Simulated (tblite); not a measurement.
Compound: C6H12FN.
Numbering: `[F:1][CH2:2][C@@H:3]1[CH2:4][CH2:5][CH2:6][NH:7][CH2:8]1` (hydrogens: H9, H10 on C2; H11 on C3; H12, H13 on C4; H14, H15 on C5; H16, H17 on C6; H18 on N7; H19, H20 on C8)

Computed with GFN2-xTB (tblite), gas phase: nudged elastic band of 9 images (0 to 8), spring 0.2 eV/Å², climbing image at the end, force threshold 0.05 eV/Å. The top image wasn't refined or checked by frequencies; at this threshold it can lie a kcal/mol or more above the true saddle point of the method.

The band describes a rotation about C2–C3 (sp3 C–F carbon, sp3 CH carbon), followed by the dihedral F1–C2–C3–C8, from the optimised start (169°) to a second optimised geometry at -58°.

Question: Give the energy profile along the converged band.

Answer: 
```json
{"image": "0", "dihedral (°)": "169", "E (kJ/mol)": "0.00", "C2–C3 (Å)": "1.527", "F1···C8 (Å)": "3.73", "largest true force (eV/Å)": "0.01"}
{"image": "1", "dihedral (°)": "-174", "E (kJ/mol)": "1.50", "C2–C3 (Å)": "1.528", "F1···C8 (Å)": "3.74", "largest true force (eV/Å)": "0.05"}
{"image": "2", "dihedral (°)": "-157", "E (kJ/mol)": "5.68", "C2–C3 (Å)": "1.532", "F1···C8 (Å)": "3.71", "largest true force (eV/Å)": "0.06"}
{"image": "3", "dihedral (°)": "-140", "E (kJ/mol)": "10.18", "C2–C3 (Å)": "1.538", "F1···C8 (Å)": "3.65", "largest true force (eV/Å)": "0.05"}
{"image": "4", "dihedral (°)": "-124", "E (kJ/mol)": "13.04", "C2–C3 (Å)": "1.541", "F1···C8 (Å)": "3.56", "largest true force (eV/Å)": "0.04"}
{"image": "5", "dihedral (°)": "-108", "E (kJ/mol)": "13.13", "C2–C3 (Å)": "1.540", "F1···C8 (Å)": "3.45", "largest true force (eV/Å)": "0.04"}
{"image": "6", "dihedral (°)": "-91", "E (kJ/mol)": "9.70", "C2–C3 (Å)": "1.535", "F1···C8 (Å)": "3.30", "largest true force (eV/Å)": "0.07"}
{"image": "7", "dihedral (°)": "-73", "E (kJ/mol)": "4.74", "C2–C3 (Å)": "1.530", "F1···C8 (Å)": "3.13", "largest true force (eV/Å)": "0.07"}
{"image": "8", "dihedral (°)": "-58", "E (kJ/mol)": "2.16", "C2–C3 (Å)": "1.529", "F1···C8 (Å)": "2.96", "largest true force (eV/Å)": "0.01"}
```

Barriers of this band. The top is image 5 at -108°: 13.13 kJ/mol forward and 10.97 kJ/mol back; the end lies 2.16 kJ/mol above the start. The central bond is 0.013 Å longer at the top than at the start.

Question: What rate follows at 350 K for crossing this barrier forward?

Answer: Taking the electronic barrier for the free energy of activation (no zero-point or entropy terms, transmission 1), rate = (kT/h)·exp(−ΔE/kT) ≈ 8 × 10^10 s⁻¹, whose inverse is 1 × 10^-11 s. An error of 1 kcal/mol in the barrier changes this by a factor of 4, and the method and the loose band can each miss by that much or more.

Question: How would the two end points share their population at 350 K, from these energies alone?

Answer: exp(−ΔE/kT) with ΔE = 0.022 eV gives 0.48 for the higher one (end) against 1 for the lower, without vibrational, rotational or degeneracy terms. GFN2-xTB can put conformers this close in the wrong order.

Question: How long is the path, and how are the images spaced?

Answer: Cartesian distances between aligned neighbours (all atoms, Å): 0.56, 0.55, 0.54, 0.54, 0.53, 0.56, 0.55, 0.54; the sum is 4.37 Å, and the top lies 62 % of the way along.

What follows is the cost of the whole band run. Cost: about 8 s of CPU time on one thread; the machine was shared, so the figure is rough.
